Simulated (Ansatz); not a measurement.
The cluster Pd₃O₃⁻, relaxed as a doublet with UKS r2SCAN-D4/def2-SVPD in Ansatz, starting from the GFN2-xTB geometry. Force threshold 0.02 eV/Å.

In the def2 sets Pd takes a core potential; there is no spin–orbit coupling. The charge -1 doublet is spin-contaminated (final ⟨S²⟩ up to 1.85, 0.75 for a pure state). The structure comes from a short search, and lower isomers may exist.

Start:

| atom | x (Å) | y (Å) | z (Å) |
| --- | --- | --- | --- |
| Pd1 | 0.328 | -0.392 | -1.631 |
| Pd2 | 1.113 | 1.016 | 0.801 |
| Pd3 | -0.864 | -0.380 | 0.492 |
| O4 | 1.830 | 0.802 | -1.053 |
| O5 | -0.731 | 0.291 | 2.069 |
| O6 | -1.676 | -1.338 | -0.678 |

| step | energy (eV) | largest force component (eV/Å) | SCF passes |
| --- | --- | --- | --- |
| 1 | -16576.4256 | 3.453 | 85 |
| 2 | -16577.0324 | 1.668 | 55 |
| 3 | -16577.8073 | 1.496 | 146 |
| 4 | -16578.1955 | 0.878 | 119 |
| 5 | -16578.2437 | 0.470 | 77 |
| 6 | -16578.2445 | 0.644 | 63 |
| 7 | -16578.2722 | 0.090 | 51 |
| 8 | -16578.2730 | 0.040 | 55 |
| 9 | -16578.2732 | 0.013 | 55 |

Force components are those of the run's own axes.

End:

Cartesian coordinates in Å:
```
Pd 0.260 -0.378 -1.487
Pd 0.940 0.882 0.732
Pd -1.190 -0.514 0.713
O 1.744 0.753 -1.042
O -0.378 0.545 2.150
O -1.375 -1.289 -1.066
```

By distances, no bond broke or formed. The bond that changes most is Pd1–O6, from 2.41 to 1.92 Å (atoms count from 1). The end is the same structure that another start reached.

No frequencies were taken in this run, so the end may be a saddle point.

Run time 5.6 min (4 threads of Intel Xeon on a shared host).
